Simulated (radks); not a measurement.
Values are calculated unless marked as measured or tabulated.
Ionisation of La2+, [Xe] 5d1, to La3+, [Xe], under several functionals. Dirac Kohn-Sham, spin-unpolarised, spherical densities, point nucleus; open shells are shared between the two j in proportion to 2j + 1; a radial shooting solver on a logarithmic mesh with Libxc functionals.

functional         E(La2+) (hartree)  Exc (hartree)  IE (eV)  -e(HOMO) (eV)  <r> HOMO (bohr)  IE error (eV)
BP86                      -8498.2373      -204.9570   18.964         14.650            2.584         -0.213
OLYP                      -8500.0605      -206.8940   18.936         14.517            2.622         -0.241
exchange-only LDA         -8485.0281      -191.5948   17.846         13.572            2.654         -1.332
SOGGA                     -8493.1843      -199.8478   18.818         14.473            2.594         -0.359
PBEsol                    -8493.6035      -200.2690   18.896         14.554            2.591         -0.281

NIST Atomic Spectra Database: 19.177 eV (measured). Closest: BP86. The Delta-SCF values span 1.12 eV, the total energies 15.03 hartree. The highest occupied level is 5d5/2. Spin polarisation and multiplet splitting are left out, so open shells lie too high by an amount that depends on their filling. Sharing an open shell by 2j + 1 raises it above the true ground level by a part of the spin-orbit splitting, which enters the differences from NIST.

Beside tabulated values, note that spin-unpolarised runs miss the spin-polarisation part of the exchange energy of open shells.
